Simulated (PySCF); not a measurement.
RbSb⁺: one state, many levels of theory

State: ⁴Σ⁻ (quartet), unpaired electrons σ ↑, π ↑↑. Set-up: PySCF, scalar-relativistic core potentials, basis sets Rb def2-SVP with ECP28, Sb def2-SVP with ECP28. De refers to Rb⁺ + Sb in their high-spin ground configurations, without counterpoise correction. The functionals are run spin-unrestricted. A positive dipole points towards Sb; it is taken about the centre of mass and depends on that origin.

```
      Level  Re (Å)  ωe (cm⁻¹)  De (eV)   μ (D)  CPU s a point (SCF and correlation, without the integrals)
        UHF   4.321       30.6    0.086  -10.89                                                        0.16
    UHF-MP2   4.116       37.7    0.123     n/a                                                        0.28
UHF-SCS-MP2   4.154       36.1    0.114     n/a                                                         n/a
        PBE   4.030       40.7    0.156   -9.58                                                        0.96
       BLYP   4.108       38.2    0.147   -9.75                                                        0.43
     r²SCAN   4.075       38.2    0.114   -9.98                                                        0.78
       PBE0   4.044       39.2    0.132   -9.79                                                         1.3
    r²SCAN0   4.058       38.6    0.113   -9.96                                                        0.84
    LC-ωPBE   4.086       35.5    0.104  -10.10                                                        0.77
     B2PLYP   4.079       38.8    0.127   -9.96                                                        0.58
```

The bond length runs from 4.030 Å (PBE) to 4.321 Å (UHF). De spans 0.09 eV (UHF, mean field) to 0.16 eV (PBE, GGA).

Correlated steps freeze 4 core orbitals. The bond is weak. Basis-set superposition, not corrected here, can be much of De in a small basis, most of all at correlated wavefunction levels. Spin–orbit coupling is left out, which matters for elements this heavy, above all for dissociation energies. For an ion De counts to the pair picked by the measured ionisation energies or electron affinities, which need not be the lowest pair at this level. B2PLYP dipoles, levels and charges come from its SCF part alone. The state is the lowest determinant that a PBE0 search found; another state may lie lower at other levels.

The whole job (state search and all levels along the bond) took about 2.3 min on 1 thread of Intel Xeon Platinum 8488C (shared host), peak memory 0.65 GiB.
